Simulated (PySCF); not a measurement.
**Electron correlation in Bi⁷¹⁺ (bismuth, charge +71)**

[Ne] 3s2, closed-shell 1S. All numbers are calculated (PySCF 2.14, scalar relativity by spin-free X2C-1e, in an uncontracted even-tempered set (17 s from 23 bohr⁻², ratio 2.5; 12 p from 30 bohr⁻², ratio 2.5; 4 d from 110 bohr⁻², ratio 2.7; 4 f from 160 bohr⁻², ratio 2.7)). Frozen: 1s2; 10 electrons correlated; the 17 highest virtual orbitals of each spin left out.

```csv
level,correlation energy (mhartree)
CCSD,-498.34
(T),-0.23
CCSD(T),-498.57
```

Diagnostics: T1 = 7.1e-05, D1 = 0.0002, largest double amplitude 0.024.

Is a single reference adequate?

Yes, within this model without spin-orbit coupling: T1 lies below 0.03 and no double amplitude reaches 0.07.

At this charge the one-electron X2C treatment keeps the bare 1/r₁₂, with no two-electron picture change or Breit term. The effect here is smaller than on the frozen 1s shell; and a scalar Hamiltonian misses the large spin-orbit splitting of the p shells, which matters for ns² → np² pairs.
